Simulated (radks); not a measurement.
Problem. Radial electron density D(r) = 4 pi r^2 rho(r) of an atom or ion with 21 electrons. Method: scalar-relativistic Kohn-Sham, SCAN, spin-polarised, spherical densities, finite nucleus; meta-GGA in the generalised Kohn-Sham scheme; Fermi nuclear charge, rms radius of each element as measured or else 0.836 A^(1/3) + 0.57 fm; computed with a radial shooting solver on a logarithmic mesh with Libxc functionals.

```
   r/bohr * D(r) (the largest magnitude, 49.7, reaches the edge; | marks zero)
 0.004521 |     *
 0.005097 |       *
 0.005701 |        *
 0.006377 |          *
 0.007132 |            *
 0.007978 |              *
 0.008923 |                 *
 0.009981 |                    *
  0.01116 |                       *
  0.01249 |                          *
  0.01397 |                             *
  0.01562 |                                 *
  0.01747 |                                    *
  0.01954 |                                       *
  0.02186 |                                          *
  0.02445 |                                            *
  0.02735 |                                             *
  0.03059 |                                              *
  0.03421 |                                             *
  0.03827 |                                            *
   0.0428 |                                           *
  0.04788 |                                         *
  0.05398 |                                       *
  0.06038 |                                      *
  0.06753 |                                      *
  0.07554 |                                       *
  0.08449 |                                          *
   0.0945 |                                             *
   0.1057 |                                                 *
   0.1182 |                                                    *
   0.1322 |                                                      *
   0.1479 |                                                     *
   0.1654 |                                                  *
   0.1851 |                                            *
    0.207 |                                     *
   0.2315 |                              *
    0.259 |                         *
   0.2896 |                      *
    0.324 |                       *
   0.3624 |                        *
   0.4053 |                          *
   0.4533 |                           *
   0.5071 |                          *
   0.5717 |                      *
   0.6395 |                 *
   0.7153 |           *
      0.8 |       *
   0.8948 |   *
    1.001 | *
    1.119 |*
    1.252 *
    1.401 *
    1.567 *
    1.752 *
```

What is the nuclear charge?

Solution. Z = 34. The innermost maximum, from 1s, lies near gamma/Z bohr with gamma = sqrt(1 - (Z/c)^2) = 0.969, here 0.0285 bohr (found: 0.0311), and its height grows with Z. The density is that of the selenium ion Se13+ in [Ar] 3d3; the configuration itself is not fixed sharply by these data, and Z only to about a unit. D(r) has 3 maxima, at r = 0.0311, 0.135, 0.450 bohr, and minima at 0.0639, 0.306 bohr, inside which lie 2.06, 10.76 electrons.
